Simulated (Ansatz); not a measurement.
Reactions of `FC[BH][SnH3]`.

Calculated with Ansatz (gas phase, PBE0-D4/def2-TZVP geometries, no zero-point term in ΔE). CBS: MP2 limit from def2 TZ/QZ plus the TZ coupled-cluster correction, frozen cores. def2 core potentials past Kr. For I, Se, Sn outer-core shells are correlated without core-valence functions, which leaves a few kJ/mol of doubt a bond. Scalar relativity is left out up to krypton. One conformer a species, not always the lowest.

Task: Order these by ΔE at CCSD(T)/CBS, lowest first. (Best estimate.)
A. `FC[BH][SnH3]` + `CO[SiH2][SiH3]` → `[SiH3][SiH2][O][SnH3]` + `CBCF`
B. `FC[BH][SnH3]` + `C[SeH]` → `C[Se]BCF` + `[SnH4]`
C. `FC[BH][SnH3]` + `[CH3][Al]([CH3])[NH2]` → `NBCF` + `[CH3][Al]([CH3])[SnH3]`
D. `FC[BH][SnH3]` + `O[SiH2]S` → `S[SiH2][SnH3]` + `OBCF`
E. `FC[BH][SnH3]` + `I[SiH]1CO1` → `[SnH3][SiH]1CO1` + `FCBI`

Result: A (-144.6 kJ/mol), C (-100.3 kJ/mol), B (-90.3 kJ/mol), D (-68.4 kJ/mol), E (-13.9 kJ/mol).

Largest T1 diagnostic: 0.015, for `[SnH3][SiH]1CO1`.
